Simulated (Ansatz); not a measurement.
Basis-set extrapolation for CH₆Cl₂O₂Si₂ (`CO[Si@@H](Cl)[Si@H](O)Cl`) (PBE0-D4/def2-TZVP geometry, frozen core, the Gaussian-basis code of Ansatz). Multiplicity 1, RHF reference.

|  | def2-TZVPP | def2-QZVPP |
| --- | --- | --- |
| HF | -1688.287512 | -1688.340594 |
| MP2 correlation | -1.258854 | -1.368466 |
| CCSD(T) correlation | -1.378194 | not run |

Energies in hartree. Use E(X) = E(∞) + A·exp(−7.88·√X) for Hartree–Fock and E(X) = E(∞) + B·X^(−2.97) for correlation, with X = 3 and 4, and add CCSD(T) minus MP2 of the smaller set to the MP2 limit.

Problem. What is the CCSD(T) energy at the basis-set limit?

Solution. HF limit: -1688.340594 + (-0.053082) × 0.13774 = -1688.34791. MP2 limit: -1.368466 + (-0.109612) × 0.74074 = -1.44966. Higher-order term: -1.378194 − (-1.258854) = -0.11934. Total: -1689.91691 hartree, 659.5 kJ/mol below CCSD(T)/def2-TZVPP.
